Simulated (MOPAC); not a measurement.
Job for MOPAC: PM7 on CH4Ge (SMILES [CH3][GeH]), a point of a bond scan (R = 5.138 Å).

```
PM7 1SCF PRECISE CHARGE=0 THREADS=1
CH4Ge

Ge    -0.26416113 1    -0.20224226 1     0.31354267 1
H     -3.52550743 1    -1.40365372 1    -3.46997224 1
C      1.00677717 1     0.72630048 1    -0.93210586 1
H      1.87671680 1     1.13031224 1    -0.41651444 1
H      0.48298915 1     1.53601658 1    -1.44986562 1
H      1.33611896 1     0.02530398 1    -1.70554436 1
```

The log:

```
*******************************************************************************
 **                                                                           **
 **                              MOPAC v23.2.5                                **
 **                                                                           **
 *******************************************************************************
 ** MOPAC's Digital Object Identifier: https://doi.org/10.5281/zenodo.6511958 **
 **                                                                           **
 ** Please cite the open-source release paper for use of this MOPAC version:  **
 ** J. E. Moussa and J. J. P. Stewart (2026)                                  **
 ** MOPAC: An open-source semiempirical molecular orbital program             **
 ** J. Open Source Softw., 11(119), 8025, https://doi.org/10.21105/joss.08025 **
 *******************************************************************************

                              PM7 CALCULATION RESULTS

 *******************************************************************************
 *  PM7        - The PM7 Hamiltonian to be used
 *
 *
 *
 *                 CHARGE ON SYSTEM = 0
 *
 *
 *
 *  PRECISE    - TIGHTER CRITERIA TO BE USED
 *  1SCF       - DO 1 SCF AND THEN STOP
 *  THREADS=1  - MULTI-THREADING NOT USED
 *  T=         - A TIME OF 172800.0 SECONDS REQUESTED
 *  DUMP=N     - RESTART FILE WRITTEN EVERY 7200.0 SECONDS REQUESTED
 *******************************************************************************
PM7 1SCF PRECISE CHARGE=0 THREADS=1
 CH4Ge

   ATOM   CHEMICAL          X               Y               Z
  NUMBER   SYMBOL      (ANGSTROMS)     (ANGSTROMS)     (ANGSTROMS)

     1      Ge         -0.26416113  *  -0.20224226  *   0.31354267  *
     2       H         -3.52550743  *  -1.40365372  *  -3.46997224  *
     3       C          1.00677717  *   0.72630048  *  -0.93210586  *
     4       H          1.87671680  *   1.13031224  *  -0.41651444  *
     5       H          0.48298915  *   1.53601658  *  -1.44986562  *
     6       H          1.33611896  *   0.02530398  *  -1.70554436  *



          CARTESIAN COORDINATES

    NO.       ATOM           X           Y           Z

     1        Ge         -0.2642     -0.2022      0.3135
     2         H         -3.5255     -1.4037     -3.4700
     3         C          1.0068      0.7263     -0.9321
     4         H          1.8767      1.1303     -0.4165
     5         H          0.4830      1.5360     -1.4499
     6         H          1.3361      0.0253     -1.7055

 General Reference for PM7:
 "Optimization of Parameters for Semiempirical Methods VI: More Modifications to the
 NDDO Approximations and Re-optimization of Parameters", J. J. P. Stewart, J. Mol. Mod., 1:32, 19 (2013)
 https://link.springer.com/article/10.1007/s00894-012-1667-x

           Empirical Formula: C H4 Ge  =     6 atoms



      MOLECULAR POINT GROUP   :   Cs


      RHF CALCULATION, NO. OF DOUBLY OCCUPIED LEVELS = 6



 ALL CONVERGERS ARE NOW FORCED ON
 SHIFT=10, PULAY ON, CAMP-KING ON
 AND ITERATION COUNTER RESET



 -------------------------------------------------------------------------------
 PM7 1SCF PRECISE CHARGE=0 THREADS=1
 CH4Ge



     1SCF WAS SPECIFIED, SO BFGS WAS NOT USED
     SCF FIELD WAS ACHIEVED


                              PM7 CALCULATION
                                                       MOPAC v23.2.5 Linux




          FINAL HEAT OF FORMATION =        201.37178 KCAL/MOL =     842.53954 KJ/MOL


          COSMO AREA              =        117.53 SQUARE ANGSTROMS
          COSMO VOLUME            =         93.33 CUBIC ANGSTROMS

          IONIZATION POTENTIAL    =          4.816952 EV
          HOMO LUMO ENERGIES (EV) =         -4.817 -2.017
          NO. OF FILLED LEVELS    =          6
          MOLECULAR WEIGHT        =         88.6326         POINT GROUP:  Cs

          MOLECULAR DIMENSIONS (Angstroms)

            Atom       Atom       Distance
            H     4    H     2     6.70288
           Ge     1    H     6     2.54587
            H     5   Ge     1     1.64640


          SCF CALCULATIONS        =          1





   ATOM   CHEMICAL          X               Y               Z
  NUMBER   SYMBOL      (ANGSTROMS)     (ANGSTROMS)     (ANGSTROMS)

     1      Ge         -0.26416113  *  -0.20224226  *   0.31354267  *
     2       H         -3.52550743  *  -1.40365372  *  -3.46997224  *
     3       C          1.00677717  *   0.72630048  *  -0.93210586  *
     4       H          1.87671680  *   1.13031224  *  -0.41651444  *
     5       H          0.48298915  *   1.53601658  *  -1.44986562  *
     6       H          1.33611896  *   0.02530398  *  -1.70554436  *

                             CARTESIAN COORDINATES

   1   Ge       -0.264161130    -0.202242260     0.313542670
   2    H       -3.525507430    -1.403653720    -3.469972240
   3    C        1.006777170     0.726300480    -0.932105860
   4    H        1.876716800     1.130312240    -0.416514440
   5    H        0.482989150     1.536016580    -1.449865620
   6    H        1.336118960     0.025303980    -1.705544360


           Empirical Formula: C H4 Ge  =     6 atoms



      MOLECULAR POINT GROUP   :   Cs


                  EIGENVALUES
 -23.54249 -15.40334 -13.62324 -13.45434  -9.04442  -4.81695  -2.01676  -1.14701
   1.47487   5.96652   6.12762   7.50182


              NET ATOMIC CHARGES AND DIPOLE CONTRIBUTIONS

  ATOM NO.   TYPE          CHARGE      No. of ELECS.   s-Pop       p-Pop
    1         Ge           0.368003        3.6320     1.87404     1.75796
    2          H          -0.097142        1.0971     1.09714
    3          C          -0.755161        4.7552     1.06712     3.68804
    4          H           0.159790        0.8402     0.84021
    5          H           0.162256        0.8377     0.83774
    6          H           0.162254        0.8377     0.83775
 DIPOLE           X         Y         Z       TOTAL
 POINT-CHG.     0.384    -0.253     2.775     2.813
 HYBRID         1.184     0.881    -1.255     1.937
 SUM            1.568     0.628     1.521     2.273


          ATOMIC ORBITAL ELECTRON POPULATIONS

     Atom    s        px        py        pz
    1 Ge   1.87404   0.65980   0.23552   0.86264
    2  H   1.09714
    3  C   1.06712   1.23448   1.21145   1.24210
    4  H   0.84021
    5  H   0.83774
    6  H   0.83775

 **********************
 *                    *
 * JOB ENDED NORMALLY *
 *                    *
 **********************




 == MOPAC DONE ==
```

The run finished.

Cost: about 0.16 core-seconds (a rough figure).
